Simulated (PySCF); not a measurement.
# `[C@H](C)(Cl)CCC=O`, C₅H₉ClO

Geometry:
```csv
atom,x (Å),y (Å),z (Å)
C1,-2.003,1.056,0.252
C2,-0.688,0.370,0.575
Cl3,-0.933,-0.702,2.000
C4,-0.163,-0.462,-0.589
C5,1.202,-1.081,-0.295
C6,2.309,-0.070,-0.235
O7,2.198,1.108,-0.426
H8,-2.363,1.615,1.112
H9,-1.857,1.748,-0.574
H10,-2.758,0.325,-0.028
H11,0.060,1.103,0.883
H12,-0.072,0.197,-1.455
H13,-0.882,-1.248,-0.825
H14,1.467,-1.810,-1.066
H15,1.181,-1.619,0.656
H16,3.294,-0.520,0.005
```

Method: GIAO CAM-B3LYP/pcSseg-1 magnetisability, rotational g tensor and spin-rotation constants, non-relativistic, gas phase (PySCF). Geometry: GFN2-xTB.

Q: Give the nuclear spin-rotation constants along the inertial axes (H = +C I·J) beside the isotropic shieldings.

A: Rotational constants 3.2352, 1.3251, 1.1473 GHz. A star marks the isotopologue with that one atom substituted, in its own axes.
| atom | isotope | Caa (kHz) | Cbb (kHz) | Ccc (kHz) | mean (kHz) | σ (ppm) |
| --- | --- | --- | --- | --- | --- | --- |
| Cl3 | 35Cl | 0.694 | 0.175 | 0.322 | 0.397 | 793.7 |
| H8 | 1H | -0.174 | -0.146 | -0.032 | -0.117 | 30.0 |
| H9 | 1H | -0.234 | -0.016 | -0.133 | -0.128 | 30.4 |
| H10 | 1H | -0.228 | -0.151 | -0.017 | -0.132 | 30.4 |
| H11 | 1H | -0.192 | -0.145 | 0.018 | -0.106 | 27.7 |
| H12 | 1H | -0.247 | 0.002 | -0.128 | -0.124 | 29.6 |
| H13 | 1H | -0.236 | -0.159 | -0.012 | -0.136 | 30.5 |
| H14 | 1H | -0.271 | -0.157 | 0.014 | -0.138 | 29.4 |
| H15 | 1H | -0.243 | 0.009 | -0.122 | -0.118 | 28.6 |
| H16 | 1H | -0.021 | 0.048 | -0.090 | -0.021 | 21.8 |
| C1 | 13C* | 0.512 | 0.183 | 0.209 | 0.301 | 156.4 |
| C2 | 13C* | 0.670 | 0.244 | 0.279 | 0.398 | 122.5 |
| C4 | 13C* | 0.539 | 0.252 | 0.183 | 0.325 | 148.8 |
| C5 | 13C* | 0.504 | 0.301 | 0.203 | 0.336 | 139.0 |
| C6 | 13C* | 1.452 | 0.642 | 0.424 | 0.840 | -26.2 |
| O7 | 17O* | -1.432 | -1.228 | -0.539 | -1.066 | -356.2 |

For the geometry as given, no vibrational averaging.

Q: How do the rotational constants and the g tensor change when H8, H9, H10, H11, H12, H13, H14, H15, H16 are replaced by deuterium?

A: Constants 2.7019, 1.2060, 1.0397 GHz; g -0.0148, -0.0127, -0.0088, against -0.0157, -0.0147, -0.0097 before.
